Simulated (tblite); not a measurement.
C₆H₁₄N₂Si₂.
Atom-mapped SMILES: `[CH3:1][Si@@H:2]([SiH2:3][NH2:4])[C@H:5]1[CH2:6][C@@H:7]([C:8]#[N:9])[CH2:10]1` (hydrogens: H11, H12, H13 on C1; H14 on Si2; H15, H16 on Si3; H17, H18 on N4; H19 on C5; H20, H21 on C6; H22 on C7; H23, H24 on C10)

Computed with GFN2-xTB (tblite), gas phase: L-BFGS steps from a force-field or distance-geometry start until the largest atomic force falls under 0.01 eV/Å.

Step 51: E = -795.3589 eV
```
atom  x, y, z in Å  |  force x, y, z in eV/Å
C1     -1.2338   -2.3069    0.3689   -0.002  -0.013  -0.006
Si2    -1.2503   -0.6672   -0.6173    0.012  -0.133   0.066
Si3    -2.3360    0.9566    0.6232   -0.017   0.003   0.000
N4     -2.0575    2.4206   -0.2468   -0.034   0.062   0.004
C5      0.5114   -0.1007   -1.1411   -0.019  -0.036   0.016
C6      1.1984    0.9965   -0.3064    0.018  -0.010   0.003
C7      2.5410    0.2571   -0.4839    0.050  -0.019  -0.002
C8      3.3464    0.1239    0.6943    0.002  -0.031   0.147
N9      3.9349    0.0016    1.6700   -0.050   0.017  -0.165
C10     1.7469   -0.9945   -0.9163    0.007   0.004   0.016
H11    -0.2923   -2.8497    0.3059   -0.094   0.065  -0.042
H12    -1.4446   -2.1428    1.4246    0.054   0.007  -0.075
H13    -2.0121   -2.9654   -0.0121    0.078   0.031   0.052
H14    -1.9236   -0.9852   -1.9030    0.051   0.012   0.012
H15    -1.8137    1.2709    1.9614   -0.007  -0.040  -0.038
H16    -3.7653    0.6252    0.8237    0.051   0.017  -0.001
H17    -2.4022    3.2823    0.1473    0.018  -0.007  -0.049
H18    -2.1953    2.4269   -1.2450   -0.012   0.030   0.039
H19     0.4968    0.2120   -2.1884   -0.035   0.006   0.021
H20     1.1522    2.0117   -0.6949   -0.006  -0.011   0.034
H21     0.8880    0.9952    0.7379   -0.057   0.041  -0.033
H22     3.1411    0.6715   -1.2971    0.022   0.000  -0.005
H23     2.1314   -1.5346   -1.7818   -0.021   0.018   0.064
H24     1.6267   -1.6852   -0.0820   -0.009  -0.012  -0.058
```

Step 52: E = -795.3606 eV
```
atom  x, y, z in Å  |  force x, y, z in eV/Å
C1     -1.2326   -2.3072    0.3652    0.005   0.017  -0.008
Si2    -1.2520   -0.6682   -0.6197   -0.019  -0.099   0.092
Si3    -2.3400    0.9577    0.6210   -0.005  -0.012  -0.003
N4     -2.0589    2.4218   -0.2484   -0.015   0.022   0.035
C5      0.5098   -0.1026   -1.1360   -0.014  -0.023  -0.008
C6      1.1954    0.9947   -0.3025    0.021  -0.004   0.010
C7      2.5387    0.2571   -0.4825    0.025  -0.026  -0.006
C8      3.3501    0.1252    0.6907   -0.085   0.002  -0.013
N9      3.9470    0.0054    1.6597    0.056  -0.009   0.022
C10     1.7443   -0.9953   -0.9108    0.015  -0.005   0.013
H11    -0.2891   -2.8444    0.3049   -0.066   0.040  -0.045
H12    -1.4461   -2.1424    1.4189    0.046   0.011  -0.028
H13    -2.0065   -2.9683   -0.0156    0.044   0.000   0.029
H14    -1.9156   -0.9850   -1.9087    0.030   0.004  -0.006
H15    -1.8075    1.2693    1.9565   -0.019  -0.041  -0.045
H16    -3.7697    0.6264    0.8282    0.075   0.026  -0.007
H17    -2.3935    3.2862    0.1461    0.001   0.019  -0.024
H18    -2.1976    2.4302   -1.2452   -0.019   0.026  -0.014
H19     0.4991    0.2104   -2.1818   -0.046   0.016  -0.029
H20     1.1463    2.0100   -0.6887   -0.002   0.005   0.018
H21     0.8822    0.9919    0.7398   -0.043   0.037   0.009
H22     3.1339    0.6701   -1.2996    0.028   0.007  -0.008
H23     2.1283   -1.5385   -1.7731   -0.012   0.011   0.028
H24     1.6224   -1.6849   -0.0773    0.000  -0.026  -0.012
```

Step 53: E = -795.3620 eV
```
atom  x, y, z in Å  |  force x, y, z in eV/Å
C1     -1.2310   -2.3058    0.3664   -0.007   0.006   0.009
Si2    -1.2509   -0.6704   -0.6181   -0.032  -0.026   0.068
Si3    -2.3421    0.9570    0.6216    0.013  -0.015  -0.012
N4     -2.0616    2.4223   -0.2456   -0.003  -0.014  -0.030
C5      0.5096   -0.1035   -1.1363   -0.006  -0.003  -0.015
C6      1.1961    0.9951   -0.3053    0.012   0.001   0.013
C7      2.5394    0.2564   -0.4825    0.012  -0.016   0.007
C8      3.3448    0.1220    0.6948   -0.053   0.007  -0.011
N9      3.9407    0.0011    1.6644    0.037  -0.009   0.007
C10     1.7449   -0.9948   -0.9131    0.011  -0.012   0.012
H11    -0.2898   -2.8441    0.3010   -0.032   0.016  -0.042
H12    -1.4382   -2.1388    1.4205    0.044   0.007  -0.010
H13    -2.0079   -2.9654   -0.0093    0.028  -0.012   0.024
H14    -1.9115   -0.9857   -1.9087    0.023   0.000  -0.007
H15    -1.8089    1.2699    1.9563   -0.017  -0.044  -0.037
H16    -3.7708    0.6247    0.8306    0.068   0.024  -0.010
H17    -2.3963    3.2871    0.1458   -0.014   0.045  -0.005
H18    -2.1935    2.4303   -1.2442   -0.016   0.026   0.024
H19     0.4976    0.2097   -2.1817   -0.053   0.014  -0.041
H20     1.1478    2.0097   -0.6932    0.001   0.008   0.006
H21     0.8794    0.9969    0.7358   -0.031   0.029   0.023
H22     3.1384    0.6697   -1.2976    0.016  -0.003   0.015
H23     2.1292   -1.5351   -1.7762   -0.002   0.000  -0.003
H24     1.6227   -1.6886   -0.0841    0.004  -0.028   0.015
```

Step 54: E = -795.3636 eV
```
atom  x, y, z in Å  |  force x, y, z in eV/Å
C1     -1.2248   -2.3004    0.3714   -0.021  -0.018   0.024
Si2    -1.2477   -0.6718   -0.6149   -0.033   0.073   0.005
Si3    -2.3435    0.9546    0.6238    0.039  -0.014  -0.038
N4     -2.0644    2.4213   -0.2416   -0.008   0.009   0.026
C5      0.5101   -0.1022   -1.1414    0.000   0.021  -0.015
C6      1.1984    0.9974   -0.3126   -0.009   0.007   0.013
C7      2.5411    0.2543   -0.4824   -0.026  -0.003   0.036
C8      3.3306    0.1131    0.7048    0.026   0.004   0.045
N9      3.9172   -0.0134    1.6804   -0.024   0.001  -0.074
C10     1.7455   -0.9932   -0.9203   -0.001  -0.015   0.003
H11    -0.2900   -2.8449    0.2918    0.006  -0.013  -0.036
H12    -1.4141   -2.1265    1.4269    0.041  -0.006   0.016
H13    -2.0120   -2.9544    0.0094    0.010  -0.028   0.025
H14    -1.9068   -0.9864   -1.9064    0.015  -0.008  -0.005
H15    -1.8119    1.2658    1.9580   -0.009  -0.037  -0.014
H16    -3.7695    0.6177    0.8323    0.042   0.021  -0.010
H17    -2.4072    3.2864    0.1442   -0.003   0.010  -0.012
H18    -2.1834    2.4272   -1.2407   -0.024   0.026  -0.026
H19     0.4951    0.2116   -2.1868   -0.061   0.003  -0.039
H20     1.1537    2.0106   -0.7046    0.008   0.006  -0.004
H21     0.8731    1.0071    0.7257   -0.006   0.019   0.032
H22     3.1485    0.6680   -1.2919    0.010  -0.014   0.044
H23     2.1301   -1.5279   -1.7852    0.015  -0.016  -0.039
H24     1.6203   -1.6944   -0.0988    0.012  -0.029   0.045
```

Q: Estimate the geometry and energy of step 55. (The exact step hangs on the optimiser's Hessian estimate; all steps are aligned on step 54, rigid shifts and turns removed.)

A: E = -795.3647 eV, largest force 0.125 eV/Å
```
atom  x, y, z in Å  |  force x, y, z in eV/Å
C1     -1.2176   -2.2939    0.3770   -0.026  -0.030   0.028
Si2    -1.2455   -0.6701   -0.6141   -0.015   0.093  -0.036
Si3    -2.3449    0.9513    0.6264    0.049  -0.009  -0.039
N4     -2.0681    2.4196   -0.2354   -0.004   0.009  -0.055
C5      0.5107   -0.0994   -1.1488    0.002   0.028  -0.011
C6      1.2004    1.0003   -0.3209   -0.022   0.012   0.015
C7      2.5420    0.2522   -0.4816   -0.032   0.007   0.045
C8      3.3157    0.1034    0.7157    0.053   0.000   0.063
N9      3.8892   -0.0304    1.6983   -0.049   0.009  -0.115
C10     1.7455   -0.9918   -0.9286   -0.008  -0.025   0.000
H11    -0.2889   -2.8462    0.2822    0.004  -0.017  -0.032
H12    -1.3863   -2.1119    1.4347    0.043  -0.019   0.015
H13    -2.0170   -2.9425    0.0317    0.016  -0.024   0.033
H14    -1.9037   -0.9882   -1.9058    0.011  -0.009   0.002
H15    -1.8149    1.2619    1.9607   -0.004  -0.037   0.001
H16    -3.7687    0.6096    0.8344    0.023   0.018  -0.010
H17    -2.4188    3.2845    0.1429   -0.008   0.010  -0.005
H18    -2.1715    2.4222   -1.2377   -0.022   0.032   0.035
H19     0.4930    0.2143   -2.1948   -0.064  -0.006  -0.020
H20     1.1605    2.0124   -0.7174    0.015  -0.002  -0.006
H21     0.8682    1.0175    0.7158    0.010   0.013   0.019
H22     3.1604    0.6658   -1.2841   -0.008  -0.028   0.074
H23     2.1316   -1.5210   -1.7963    0.017  -0.014  -0.038
H24     1.6172   -1.7000   -0.1130    0.018  -0.013   0.038
```

The energy changes by -0.0011 eV. The first-order estimate −F·Δx gives -0.0015 eV and the mean of the old and new forces, exact on a quadratic surface, -0.0011 eV. The step makes an angle of 85° with the force vector and moves no atom by more than 0.037 Å.

The cost below is that of the whole relaxation. Hardware: one thread of an Arm Neoverse N1, no GPU, shared host with 64 logical CPUs at a one-minute load of 60. Cost: 4.3 s of wall time.
